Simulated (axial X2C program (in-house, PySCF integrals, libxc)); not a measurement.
## Outer orbitals of SbH⁺ at 1.716 Å, r2SCAN0

Calculated with an axial X2C code built on PySCF integrals. Spin-free means the one-electron spin-free X2C Hamiltonian; two-component (2c) means X2C with spin–orbit coupling and atomic mean-field two-electron Coulomb and Gaunt terms, so the difference of the two also holds small scalar two-electron terms. Basis: Sb dyall-cv3z [11s12p8d4f1g], H dyall-v3z [6s2p1d] (cores contracted in-house); Gaussian nuclei, density fitting, unrestricted open shells. Masses: Sb 120.904 u, H 1.008 u.

The distance is close to the 2c PBE0 minimum; the highest filled and lowest empty levels are listed.

Spin-free orbitals, state M_S = 1/2, Λ = 1 (beyond evenly filled blocks: π+α) (Löwdin shares):

| symmetry | occupied | ε (eV) | atomic character |
| --- | --- | --- | --- |
| σα | yes | -23.42 | 75% Sb s, 19% H s, 5% H p |
| σβ | yes | -22.22 | 71% Sb s, 23% H s, 5% H p |
| σα | yes | -16.02 | 54% Sb p, 33% H s, 10% Sb s |
| σβ | yes | -15.78 | 52% Sb p, 31% H s, 14% Sb s |
| π+α | yes | -13.73 | 97% Sb p, 2% H p |
| π-α | no | -11.67 | 97% Sb p, 2% H p |
| π+β | no | -10.19 | 97% Sb p, 3% H p |
| π-β | no | -10.19 | 97% Sb p, 3% H p |
| σα | no | -5.89 | 30% Sb d, 28% Sb p, 23% H s |

Spinors with spin–orbit coupling (state Ω = 1/2):

| ω | occupied | ε (eV) | atomic character | λ mixture |
| --- | --- | --- | --- | --- |
| -1/2 | yes | -23.37 | 75% Sb s, 19% H s, 5% H p | 100% σ |
| 1/2 | yes | -22.16 | 71% Sb s, 23% H s, 5% H p | 100% σ |
| -1/2 | yes | -15.99 | 54% Sb p, 32% H s, 10% Sb s | 99% σ, 1% π |
| 1/2 | yes | -15.79 | 53% Sb p, 30% H s, 14% Sb s | 98% σ, 2% π |
| 1/2 | yes | -13.89 | 96% Sb p, 2% H p | 98% π, 2% σ |
| -3/2 | no | -11.39 | 97% Sb p, 2% H p | 100% π |
| -1/2 | no | -10.36 | 96% Sb p, 3% H p | 99% π, 1% σ |
| 3/2 | no | -9.92 | 97% Sb p, 3% H p | 100% π |
| -1/2 | no | -5.84 | 30% Sb d, 28% Sb p, 23% H s | 100% σ |

Task: How does the gap between the highest filled and lowest empty level change from the spin-free to the 2c table?

Result: From 2.06 to 2.50 eV at r2SCAN0, a change of 0.44 eV.

Mulliken charges and populations of the two-component result (they depend on the basis, above all on diffuse functions):

Sb 1.06 e (s 9.91 p 20.01 d 20.03), H -0.06 e (s 1.02 p 0.04). ⟨Lz⟩ = 0.99 ħ and ⟨Sz⟩ = -0.49 ħ (-0.52 and 0.02 on the two atoms), which add up to Ω.

One determinant describes the state; a PBE0 search over occupations chose it and may have missed a lower one. Density functionals use the spin component along the axis (collinear). The functionals have no current-density term, which raises determinants with orbital currents, atoms included.
